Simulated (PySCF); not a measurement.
C7H8Ge.
Cartesian coordinates in Å at the PBE0-D3(BJ)/def2-SVP level; atoms count from 1:
```xyz
16
C7H8Ge angstrom
C     -3.6565   -0.2286    1.0290
C     -2.5574   -0.0895    0.5325
C     -1.2687    0.1078   -0.0501
C     -0.4423   -0.9026   -0.4236
Ge     1.1828   -0.1105   -1.1427
C      2.7900   -0.5140   -0.1152
C      0.4376    1.6589   -0.8208
C     -0.7790    1.5004   -0.2709
H     -4.6279   -0.3640    1.4671
H     -0.7247   -1.9490   -0.2974
H      1.4034   -0.4268   -2.6355
H      3.6348    0.0920   -0.4731
H      2.6166   -0.2920    0.9469
H      3.0540   -1.5763   -0.2187
H      0.8655    2.6445   -1.0144
H     -1.4290    2.3312    0.0230
```

Computed, not measured: PBE0-D3(BJ)/def2-SVP geometry optimisation, gas phase in PySCF 2.14.0.

Take the most abundant isotopes and a rigid rotor. 

**Question.** What are A, B and C (MHz)?

**Answer.** Ia = 127.63, Ib = 606.09, Ic = 668.76 u·Å²; 505379 MHz·u·Å²/I gives A = 3960, B = 833.8, C = 755.7 MHz.

**Question.** What kind of rotor is it?

**Answer.** A near-prolate asymmetric top; Ray's κ = -0.951.

**Question.** Is it planar, by Δ = Ic − Ia − Ib?

**Answer.** Not planar: Δ = Ic − Ia − Ib = -64.96 u·Å². For a rigid frame Δ = −2 Σ m c², so Σ m c² = 32.48 u·Å² lies off the ab plane: 9.82 from hydrogen and 22.66 from heavier atoms. The atom farthest from that plane is 2.07 Å away.

**Question.** Give the other two planar moments, Paa and Pbb, and the rms extents of the mass along the axes.

**Answer.** Paa = Σ m a² = (Ib + Ic − Ia)/2 = 573.61 and Pbb = Σ m b² = (Ia + Ic − Ib)/2 = 95.15 u·Å². With the mass M = 165.98 u, the rms extents √(P/M) along a, b and c are 1.86, 0.76, 0.44 Å.

**Question.** List the rotational levels J(Ka,Kc) to J = 4 (MHz).

**Answer.** Above 0(0,0):
J = 1: 1(0,1) 1590, 1(1,1) 4716, 1(1,0) 4794
J = 2: 2(0,2) 4767, 2(1,2) 7816, 2(1,1) 8051, 2(2,1) 17429, 2(2,0) 17430
J = 3: 3(0,3) 9530, 3(1,3) 12467, 3(1,2) 12936, 3(2,2) 22198, 3(2,1) 22205, 3(3,1) 38024, 3(3,0) 38024
J = 4: 4(0,4) 15874, 4(1,4) 18666, 4(1,3) 19447, 4(2,3) 28555, 4(2,2) 28576, 4(3,2) 44385, 4(3,1) 44385, 4(4,1) 66538, 4(4,0) 66538
The levels of one J sum to (2J + 1)J(J + 1)(A + B + C)/3.

**Question.** Which types of transition are allowed, and where do some lines up to J = 3 fall?

**Answer.** The dipole components are |μa| = 0.78 D, |μb| = 0.11 D, |μc| = 0.52 D. The squared components, which scale the intensities, stand as 1.00 : 0.02 : 0.45 (a : b : c). Some of the stronger lines:

```csv
type,branch,"J(Ka,Kc)",MHz,lower level (cm⁻¹)
a,R,"1(0,1) ← 0(0,0)",1590,0.000
c,Q,"3(1,3) ← 3(0,3)",2937,0.318
c,Q,"2(1,2) ← 2(0,2)",3049,0.159
a,R,"2(1,2) ← 1(1,1)",3101,0.157
a,R,"3(1,3) ← 2(1,2)",4650,0.261
a,R,"3(0,3) ← 2(0,2)",4763,0.159
a,R,"3(2,2) ← 2(2,1)",4769,0.581
a,R,"3(2,1) ← 2(2,0)",4774,0.581
c,R,"1(1,0) ← 0(0,0)",4794,0.000
c,Q,"3(2,2) ← 3(1,2)",9262,0.431
c,Q,"2(2,1) ← 2(1,1)",9378,0.269
c,R,"2(2,0) ← 1(1,0)",12637,0.160
c,R,"3(2,1) ← 2(1,1)",14154,0.269
c,R,"3(2,2) ← 2(1,2)",14381,0.261
c,Q,"3(3,1) ← 3(2,1)",15819,0.741
c,R,"3(3,0) ← 2(2,0)",20594,0.581
c,R,"3(3,1) ← 2(2,1)",20595,0.581
```

**Question.** Estimate the classical rotational partition function at 10 K, 100 K and 298.15 K.

**Answer.** Point group C1, symmetry number σ = 1; q = (√π/σ)·√((kT/h)³/(ABC)), k/h = 20836.6 MHz/K: 3370 at 10 K, 107000 at 100 K, 549000 at 298.15 K.

Whether it is a minimum is left open (no frequencies). Constants of a rigid frame at the computed geometry: no zero-point averaging, no centrifugal distortion. A rigid rotor knows nothing of internal rotation, which can split or shift real lines.

On one thread, Arm Neoverse V1 (aarch64), shared host, this took 67 s of wall time and 0.76 GiB of memory at its peak. These figures are those of the optimisation.
